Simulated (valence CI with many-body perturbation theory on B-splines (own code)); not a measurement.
## Pb L: what each term of the Hamiltonian does

Calculated by relativistic CI+MBPT: five valence electrons over a frozen Dirac-Fock core [Ar] 3d10, radial functions for each j: 9 s, 9 p, 8 d, 6 f, 3 g, 1 h, with the one-electron correlation potential Σ1 (screened to all orders), the two-electron term Σ2, the three-electron term Σ3, Breit, model QED; selected single and double excitations, second order for the rest (own B-spline code, finite nucleus).

No measured spectrum was set against this ion. As an estimate, large intervals hold to a few tenths of a per cent, small ones and those within an open d or f shell to about a per cent. Among the levels kept, up to 330 cm⁻¹ of a level comes from second order outside the variational space, and about a tenth of that is noise between levels of different J, which matters for small intervals.

Each rung adds one term. CI alone is the Dirac-Coulomb CI over the frozen core; QED comes last and gives the full result, which names the levels. Energies are above (4s^2 4p1/2^2 4p3/2) J=3/2 on the same rung, in eV.

Levels are named by their leading jj configuration (3d3/2^4 stands for four electrons in 3d with j = 3/2), which in mixed levels can hold well under half, so a name can repeat and another be missing. Letters in brackets count levels of one name in rising energy.

| Level | CI alone | + Σ1 | + Σ2 | + Σ3 | + Breit | Full |
| --- | --- | --- | --- | --- | --- | --- |
| (4s^2 4p1/2 4p3/2^2) J=3/2 | 159.37 | 159.71 | 160.05 | 160.08 | 158.26 | 158.41 |
| (4s^2 4p1/2 4p3/2^2) J=5/2 | 165.84 | 166.18 | 166.45 | 166.45 | 164.55 | 164.70 |
| (4s^2 4p1/2 4p3/2^2) J=1/2 | 173.86 | 174.20 | 174.36 | 174.34 | 172.55 | 172.70 |
| (4s^2 4p1/2^2 4d3/2) J=3/2 | 184.20 | 183.92 | 183.70 | 183.73 | 183.31 | 182.90 |
| (4s^2 4p1/2^2 4d5/2) J=5/2 | 227.45 | 227.32 | 226.76 | 226.79 | 225.64 | 225.30 |
| (4s 4p1/2^2 4p3/2^2) J=5/2 | 280.19 | 280.38 | 280.57 | 280.63 | 280.16 | 278.51 |
| (4s 4p1/2^2 4p3/2^2) J=1/2 | 297.55 | 297.75 | 297.63 | 297.66 | 297.26 | 295.61 |
| (4s 4p1/2^2 4p3/2^2) J=3/2 | 299.86 | 300.05 | 299.66 | 299.70 | 299.18 | 297.60 |
| (4s^2 4p3/2^3) J=3/2 | 334.41 | 335.09 | 335.58 | 335.59 | 331.97 | 332.26 |
| (4s^2 4p1/2 4p3/2 4d3/2) J=5/2 [a] | 342.64 | 342.69 | 342.82 | 342.89 | 340.56 | 340.31 |
| (4s^2 4p1/2 4p3/2 4d3/2) J=3/2 [a] | 343.39 | 343.45 | 343.50 | 343.57 | 341.31 | 341.04 |
| (4s^2 4p1/2 4p3/2 4d3/2) J=1/2 [a] | 343.45 | 343.51 | 343.60 | 343.67 | 341.45 | 341.20 |
| (4s^2 4p1/2 4p3/2 4d3/2) J=7/2 | 349.26 | 349.32 | 349.39 | 349.44 | 347.00 | 346.76 |
| (4s^2 4p1/2 4p3/2 4d3/2) J=5/2 [b] | 367.15 | 367.23 | 366.33 | 366.32 | 364.01 | 363.75 |
| (4s^2 4p1/2 4p3/2 4d3/2) J=3/2 [b] | 369.24 | 369.32 | 368.16 | 368.15 | 365.99 | 365.63 |
| (4s^2 4p1/2 4p3/2 4d3/2) J=1/2 [b] | 370.16 | 370.23 | 369.22 | 369.21 | 367.03 | 366.73 |
| (4s^2 4p1/2 4p3/2 4d5/2) J=7/2 [a] | 377.87 | 378.06 | 378.15 | 378.23 | 375.26 | 375.10 |
| (4s^2 4p1/2 4p3/2 4d5/2) J=3/2 [a] | 384.35 | 384.56 | 384.45 | 384.52 | 381.60 | 381.38 |
| (4s^2 4p1/2 4p3/2 4d5/2) J=9/2 | 385.23 | 385.42 | 385.46 | 385.51 | 382.38 | 382.22 |

How does the ionisation energy move along the ladder, and which term matters most?

CI alone 2737.4, + Σ1 2739.0, + Σ2 2739.4, + Σ3 2739.0, + Breit 2736.8, + QED 2736.6 eV. The largest step is Breit, -2.2 eV. NIST lists 2735 ± 4 eV (theoretical).
